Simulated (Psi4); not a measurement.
C3H7O, charge -1, singlet, geometry from GFN2-xTB (a gas-phase anion, which may not be bound at this level); Psi4 with CCSD(T)/STO-3G.

Psi4 was given this input:
```
memory 2 GB

molecule mol {
-1 1
O     0.036114   -0.775937    0.000887
C     0.026061    0.600664   -0.000468
C     1.381985   -1.384159    0.006902
C    -1.406966    1.147588   -0.006777
H     0.560203    1.006965    0.891887
H     0.567395    1.005265   -0.889256
H     1.929303   -0.905866   -0.880265
H     1.922124   -0.904169    0.897544
H    -1.931208    0.789925   -0.890913
H    -1.938334    0.791610    0.873778
H    -1.404874    2.239205   -0.007811
}

set {
  basis sto-3g
  reference rhf
  freeze_core true
  mp2_type conv
  scf_type pk
  puream true
  d_convergence 1e-8
}

energy('ccsd(t)')
print_variables()
```

Output, abridged:

```
   => Loading Basis Set <=

    Name: STO-3G
    Role: ORBITAL
    Keyword: BASIS

         ---------------------------------------------------------
                                   SCF
               by Justin Turney, Rob Parrish, Andy Simmonett
                          and Daniel G. A. Smith
                              RHF Reference
         ---------------------------------------------------------

  ==> Geometry <==

    Molecular point group: c1
    Full point group: C1

    Geometry (in Angstrom), charge = -1, multiplicity = 1:

       Center              X                  Y                   Z               Mass
    ------------   -----------------  -----------------  -----------------  -----------------
         O            0.031153806251    -0.708408864296     0.000802391894    15.994914619570
         C            0.021100806251     0.668192135704    -0.000552608106    12.000000000000
         C            1.377024806251    -1.316630864296     0.006817391894    12.000000000000
         C           -1.411926193749     1.215116135704    -0.006861608106    12.000000000000
         H            0.555242806251     1.074493135704     0.891802391894     1.007825032230
         H            0.562434806251     1.072793135704    -0.889340608106     1.007825032230
         H            1.924342806251    -0.838337864296    -0.880349608106     1.007825032230
         H            1.917163806251    -0.836640864296     0.897459391894     1.007825032230
         H           -1.936168193749     0.857453135704    -0.890997608106     1.007825032230
         H           -1.943294193749     0.859138135704     0.873693391894     1.007825032230
         H           -1.409834193749     2.306733135704    -0.007895608106     1.007825032230

  Running in c1 symmetry.

  Rotational constants: A =      0.99291  B =      0.14120  C =      0.13290 [cm^-1]
  Rotational constants: A =  29766.65042  B =   4233.18095  C =   3984.32245 [MHz]
  Nuclear repulsion =  124.380366489478462

  Charge       = -1
  Multiplicity = 1
  Electrons    = 34
  Nalpha       = 17
  Nbeta        = 17

  ==> Algorithm <==

  SCF Algorithm Type is PK.
  DIIS enabled.
  MOM disabled.
  Fractional occupation disabled.
  Guess Type is SAD.
  Energy threshold   = 1.00e-08
  Density threshold  = 1.00e-08
  Integral threshold = 1.00e-12

  ==> Primary Basis <==

  Basis Set: STO-3G
    Blend: STO-3G
    Number of shells: 19
    Number of basis functions: 27
    Number of Cartesian functions: 27
    Spherical Harmonics?: true
    Max angular momentum: 1

  ==> Integral Setup <==

  Using in-core PK algorithm.
   Calculation information:
      Number of atoms:                  11
      Number of AO shells:              19
      Number of primitives:             57
      Number of atomic orbitals:        27
      Number of basis functions:        27

      Integral cutoff                 1.00e-12
      Number of threads:                 1

  Performing in-core PK
  Using 143262 doubles for integral storage.
  We computed 17530 shell quartets total.
  Whereas there are 18145 unique shell quartets.

  ==> DiskJK: Disk-Based J/K Matrices <==

    J tasked:                  Yes
    K tasked:                  Yes
    wK tasked:                  No
    Schwarz Cutoff:          1E-12

  Minimum eigenvalue in the overlap matrix is 2.1202895614E-01.
  Reciprocal condition number of the overlap matrix is 8.7344546961E-02.
    Using symmetric orthogonalization.

  ==> Pre-Iterations <==

  SCF Guess: Superposition of Atomic Densities via on-the-fly atomic UHF (no occupation information).

   -------------------------
    Irrep   Nso     Nmo
   -------------------------
     A         27      27
   -------------------------
    Total      27      27
   -------------------------

  ==> Iterations <==

                        Total Energy        Delta E     RMS |[F,P]|

   @RHF iter SAD:  -186.47888009324694   -1.86479e+02   0.00000e+00
   @RHF iter   1:  -189.78157173364070   -3.30269e+00   1.14682e-02 DIIS/ADIIS
   @RHF iter   2:  -189.85460841387285   -7.30367e-02   2.86917e-03 DIIS/ADIIS
   @RHF iter   3:  -189.85904617601588   -4.43776e-03   8.28320e-04 DIIS/ADIIS
   @RHF iter   4:  -189.85965764673281   -6.11471e-04   1.98841e-04 DIIS/ADIIS
   @RHF iter   5:  -189.85969988675265   -4.22400e-05   4.96908e-05 DIIS
   @RHF iter   6:  -189.85970289029351   -3.00354e-06   8.01184e-06 DIIS
   @RHF iter   7:  -189.85970297192426   -8.16308e-08   2.65367e-06 DIIS
   @RHF iter   8:  -189.85970298185845   -9.93418e-09   4.46321e-07 DIIS
   @RHF iter   9:  -189.85970298209952   -2.41073e-10   8.81671e-08 DIIS
   @RHF iter  10:  -189.85970298210816   -8.64020e-12   2.10589e-08 DIIS
   @RHF iter  11:  -189.85970298210864   -4.83169e-13   4.37462e-09 DIIS
  Energy and wave function converged.

  ==> Post-Iterations <==

    Orbital Energies [Eh]
    ---------------------

    Doubly Occupied:

[...]
    Virtual:

[...]
      27A      1.087573

    Final Occupation by Irrep:
              A
    DOCC [    17 ]
    NA   [    17 ]
    NB   [    17 ]

  @RHF Final Energy:  -189.85970298210864

   => Energetics <=

    Nuclear Repulsion Energy =            124.3803664894784617
    One-Electron Energy =                -514.8003893395043633
    Two-Electron Energy =                 200.5603198679172863
    Total Energy =                       -189.8597029821086437

Computation Completed

Properties will be evaluated at   0.000000,   0.000000,   0.000000 [a0]

Properties computed using the SCF density matrix

 Multipole Moments:

 ------------------------------------------------------------------------------------
     Multipole            Electronic (a.u.)      Nuclear  (a.u.)        Total (a.u.)
 ------------------------------------------------------------------------------------

 L = 1.  Multiply by 2.5417464519 to convert [e a0] to [Debye]
 Dipole X            :         -1.4701625           -0.3093206           -1.7794831
[...]
	SCF energy                   =   -189.85970298210864
	One-electron energy          =   -205.67482656310818
	Two-electron energy          =     98.20344520624936
	Reference energy             =   -189.85970298210907

            **************************
            *                        *
            *        CCENERGY        *
            *                        *
            **************************

    Nuclear Rep. energy (wfn)     =  124.380366489478462
    SCF energy          (wfn)     = -189.859702982108644
    Reference energy    (file100) = -189.859702982109070

    Input parameters:
    -----------------
    Wave function   =     CCSD_T
    Reference wfn   =     RHF
    Brueckner       =     No
    Maxiter         =     50
    R_Convergence   =     1.0e-07
    E_Convergence   =     1.0e-06
    Restart         =     Yes
    DIIS            =     Yes
    AO Basis        =     NONE
    ABCD            =     NEW
    Cache Level     =     2
    Cache Type      =     LOW
    Print Level     =     1
    Num. of threads =     1
    # Amps to Print =     10
    Print MP2 Amps? =     No
    Analyze T2 Amps =     No
    Print Pair Ener =     No
    Local CC        =     No
    SCS-MP2         =     False
    SCSN-MP2        =     False
    SCS-CCSD        =     False

MP2 correlation energy -0.1784136863613649
                Solving CC Amplitude Equations
                ------------------------------
  Iter             Energy              RMS        T1Diag      D1Diag    New D1Diag    D2Diag
  ----     ---------------------    ---------   ----------  ----------  ----------   --------
     0        -0.178413686361365    0.000e+00    0.000000    0.000000    0.000000    0.092179
     1        -0.217549579180760    7.343e-02    0.005008    0.017603    0.017603    0.111616
     2        -0.235813425903957    2.628e-02    0.006798    0.022294    0.022294    0.122144
     3        -0.237185700963886    5.973e-03    0.007490    0.024496    0.024496    0.123359
     4        -0.237453503448410    2.383e-03    0.007788    0.025180    0.025180    0.123942
     5        -0.237468278750913    7.570e-04    0.007876    0.025725    0.025725    0.124066
     6        -0.237461340371305    3.181e-04    0.007912    0.025954    0.025954    0.124100
     7        -0.237456975365330    1.258e-04    0.007925    0.026057    0.026057    0.124110
     8        -0.237456408897484    4.826e-05    0.007928    0.026092    0.026092    0.124114
     9        -0.237456671753245    1.281e-05    0.007928    0.026096    0.026096    0.124115
    10        -0.237456665541288    4.842e-06    0.007928    0.026097    0.026097    0.124115
    11        -0.237456676302603    1.976e-06    0.007928    0.026097    0.026097    0.124115
    12        -0.237456651689424    4.725e-07    0.007928    0.026097    0.026097    0.124115
    13        -0.237456658457782    1.425e-07    0.007928    0.026097    0.026097    0.124115
    14        -0.237456662103752    5.520e-08    0.007928    0.026097    0.026097    0.124115

    Iterations converged.

    Largest TIA Amplitudes:
             10   5         0.0149772854
             11   6        -0.0149410380
             11   1        -0.0141554499
             12   0         0.0129291194
             12   5         0.0112564363
              9   7        -0.0090292949
             12   9         0.0077526809
              3   5         0.0066580970
             12   2         0.0063186805
             10   8         0.0060705987

    Largest TIjAb Amplitudes:
      7   7   2   2        -0.0483231008
      9   9   7   7        -0.0473051701
     12  12   7   7        -0.0433555469
      8   8   9   9        -0.0359377551
      5   5   0   0        -0.0353971758
      4   4   1   1        -0.0352085000
     10  10   5   5        -0.0334053721
      6   6   1   1        -0.0331589680
      4   6   1   6        -0.0321768399
      6   4   6   1        -0.0321768399

    SCF energy       (wfn)                    = -189.859702982108644
    Reference energy (file100)                = -189.859702982109070

    Opposite-spin MP2 correlation energy      =   -0.158809991311441
    Same-spin MP2 correlation energy          =   -0.019603695049924
    Singles MP2 correlation energy            =   -0.000000000000000
    MP2 correlation energy                    =   -0.178413686361365
      * MP2 total energy                      = -190.038116668470423

    Opposite-spin CCSD correlation energy     =   -0.219629177946940
    Same-spin CCSD correlation energy         =   -0.017827484156812
    Singles CCSD correlation energy           =    0.000000000000000
    CCSD correlation energy                   =   -0.237456662103752
      * CCSD total energy                     = -190.097159644212809

            **************************
            *                        *
            *        CCTRIPLES       *
            *                        *
            **************************

    Wave function   =    CCSD_T
    Reference wfn   =      RHF

    Nuclear Rep. energy (wfn)                =  124.380366489478462
    SCF energy          (wfn)                = -189.859702982108644
    Reference energy    (file100)            = -189.859702982109070
    CCSD energy         (file100)            =   -0.237456662103752
    Total CCSD energy   (file100)            = -190.097159644212809

    Number of ijk index combinations:              455
    Approx. words needed per explicit thread:            4000
    Number of threads for explicit ijk threading:    1

    MKL num_threads set to 1 for explicit threading.

    (T) energy                                =   -0.002548408453304
      * CCSD(T) total energy                  = -190.099708052666131

  Variable Map:
  ----------------------------------------------------------------------------
[...]
  Array Variable Map:
  ----------------------------------------------------------------------------
[...]
[...]
```
